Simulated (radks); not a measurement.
The numbers below are computed, except where a source is named.
Neutral nitrogen inside a hard spherical wall (all orbitals vanish at R), configuration held at [He] 2s2 2p3 and not refilled when levels cross. Code: a radial shooting solver on a logarithmic mesh with Libxc functionals. Model: scalar-relativistic Kohn-Sham, LDA (Slater exchange, Perdew-Wang correlation), spin-polarised, spherical densities, finite nucleus; open shells are filled with parallel spins first; Fermi nuclear charge, rms radius 2.5582 fm. Eigenvalues in eV for spin up, with the zero of energy where the potential of the charges vanishes at infinity; a dash marks a level that is unbound or too diffuse for the functional's potential to be trusted. A positive occupied level is held by the wall or, in an anion where self-interaction has pushed it up, behind a barrier. The pressure on the wall is -dE/dV.

R (bohr),E (hartree),kinetic (hartree),e(1s),e(2s),e(2p),"e(3s, empty)","e(3p, empty)",pressure (GPa)
free,-54.16576,53.950,-381.07,-19.628,-8.390,-0.144,-,0
15,-54.16576,53.950,-381.07,-19.628,-8.390,-0.040,0.862,< 0.0001
12,-54.16576,53.950,-381.07,-19.628,-8.390,0.117,1.292,< 0.0001
10,-54.16576,53.950,-381.07,-19.628,-8.389,0.391,1.866,0.000109
3.5,-54.04021,54.611,-376.35,-16.680,-4.982,24.043,28.176,43.3
3,-53.85099,55.396,-371.95,-13.784,-1.688,39.773,43.004,154
2,-51.88134,61.344,-347.13,7.388,20.033,134.73,124.74,2840
